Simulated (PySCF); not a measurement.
Isomers of C6H8O2S, one GFN2-xTB conformer each. Single-point energies are computed at PBE0/pcSseg-1 (PySCF, gas phase, no added dispersion term), electronic only.

Question: Rank them by PBE0/pcSseg-1 energy, lowest first (kcal/mol).
A. `[CH3:1][O:2][CH2:3][c:4]1[cH:5][cH:6][c:7]([OH:8])[s:9]1` with C1–O2–C3–C4 66°, O2–C3–C4–C5 57°, C6–C7–O8–H 180°
B. `[CH:1]#[C:2][CH2:3]/[CH:4]=[CH:5]\[S:6]([CH3:7])(=[O:8])=[O:9]` with C2–C3–C4–C5 -99°, C4–C5–S6–C7 76°
C. `[CH3:1][O:2][c:3]1[cH:4][cH:5][s:6][c:7]1[CH2:8][OH:9]` with C1–O2–C3–C4 1°, S6–C7–C8–O9 -135°, C7–C8–O9–H -51°

Answer: C (0.0), A (2.1), B (84.4).

As drawn, the lowest has an aromatic ring and an O–H bond, which the highest lacks; the highest has a C≡C bond, an S=O bond and a C=C bond outside aromatic rings, which the lowest lacks. Neighbours under 2.5 kcal/mol apart (COc1ccsc1CO and COCc1ccc(O)s1) can change places with a better method, another conformer or zero-point energy. GFN2-xTB itself gives, in the same order: 0.0, 0.0, 63.7. GFN2-xTB puts COCc1ccc(O)s1 lowest instead; measured from each level's own lowest isomer, the values differ by up to 20.7 kcal/mol (C#CC/C=C\S(C)(=O)=O: 63.7 against 84.4).

Question: Which frontier levels, dipoles and rotational constants go with these structures?

Answer: 
```csv
SMILES,"HOMO (eV, PBE0/pcSseg-1)",LUMO (eV),dipole (D),"A, B, C (MHz)"
COc1ccsc1CO,-6.28,-0.47,3.43,"1758, 1382, 798.6"
COCc1ccc(O)s1,-6.16,-0.25,1.79,"3245, 824.5, 761.6"
C#CC/C=C\S(C)(=O)=O,-8.08,-1.35,4.64,"2654, 941.6, 856.2"
```
